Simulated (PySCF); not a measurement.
Löwdin shares of the frontier orbitals

2-pyridinecarboxaldehyde, C₆H₅NO.
Z-matrix (Å and degrees, GFN2-xTB geometry), rows numbered from 1:
```
O 
C   1  1.2032
C   2  1.4766  1  124.88
C   3  1.3947  2  121.06  1    -0.03
C   4  1.3848  3  118.42  2   179.96
C   5  1.3861  4  118.60  3    -0.02
C   6  1.3915  5  118.47  4     0.02
N   7  1.3164  6  123.38  5     0.02
H   2  1.1043  1  122.32  3   179.94
H   4  1.0789  3  119.23  2    -0.04
H   5  1.0804  4  120.74  3  -179.96
H   6  1.0791  5  121.10  4  -179.98
H   7  1.0822  6  120.99  5   179.99
```

Method used: PySCF 2.14.0, density-fitted response routines, TDDFT PBE0/def2-SVPD, vertical, gas phase, core orbitals frozen in the response.

Frontier orbitals with the atoms that hold most of them (Löwdin shares over 4%, at most four atoms; ? is withheld):

```json
{"orbital": "HOMO-3", "ε (eV)": "-8.93", "atoms": "C5 29%, N8 23%, C4 14%, C6 14%"}
{"orbital": "HOMO-2", "ε (eV)": "-8.19", "atoms": "N8 45%, O1 18%, C7 9%, C3 9%"}
{"orbital": "HOMO-1", "ε (eV)": "-8.13", "atoms": "?"}
{"orbital": "HOMO", "ε (eV)": "?", "atoms": "?"}
{"orbital": "LUMO", "ε (eV)": "-2.26", "atoms": "C2 20%, O1 20%, C3 14%, C6 14%"}
{"orbital": "LUMO+1", "ε (eV)": "-1.19", "atoms": "C5 22%, C4 19%, C7 19%, N8 18%"}
{"orbital": "LUMO+2", "ε (eV)": "0.60", "atoms": "C2 23%, O1 15%, C6 13%, C7 12%"}
```

Problem. Give the leading atoms of the HOMO.

Solution. O1 (bonded to C) 45%; N8 (bonded to 2 C) 15%; C2 (bonded to C, O and H) 14%; C3 (bonded to 2 C and N) 9%. By element: oxygen 45%, carbon 23% or more, nitrogen 15%.

Problem. Which atoms hold the HOMO-1, and with what shares?

Solution. C3 (bonded to 2 C and N) 19%; C7 (bonded to C, N and H) 19%; C6 (bonded to 2 C and H) 18%; C4 (bonded to 2 C and H) 18%.

Problem. What is the HOMO energy, and the HOMO–LUMO gap?

Solution. ε(HOMO) = -7.60 eV; the gap is 5.34 eV (0.1962 hartree).

Problem. The HOMO–LUMO gap is 5.34 eV. Where does the response calculation put the lowest singlet, and from which orbitals?

Solution. S1 is at 3.50 eV (f = 0.0000), 1.84 eV below the gap, made of HOMO→LUMO (92%). Without the coupling terms of the response equations the lowest excitation would equal the gap.

Problem. Give energy, strength and leading configuration of S1, S2, S3, S4 and S5, and follow the Löwdin shares of the leading atoms from the occupied to the empty orbital.

Solution. 
- S1 (3.50 eV, f 0.0000), HOMO→LUMO (92%): O1 45% → 20%, N8 15% → at most 14%, C2 14% → 20%
- S2 (4.29 eV, f 0.0007), HOMO-2→LUMO (93%): N8 45% → at most 14%, O1 18% → 20%, C2 at most 9% → 20%
- S3 (5.01 eV, f 0.0021), HOMO→LUMO+1 (73%): O1 45% → at most 18%, N8 15% → 18%, C5 at most 10% → 22%, C4 at most 10% → 19%
- S4 (5.14 eV, f 0.131), HOMO-1→LUMO (70%): C3 19% → 14%, C7 19% → at most 14%, C2 at most 19% → 20%, O1 at most 19% → 20%
- S5 (5.59 eV, f 0.0007), HOMO-2→LUMO+1 (72%): N8 45% → 18%, O1 18% → at most 18%, C5 at most 9% → 22%, C4 at most 9% → 19%

Löwdin shares depend on the basis, the more so with diffuse functions.

One conformer stands for the species.
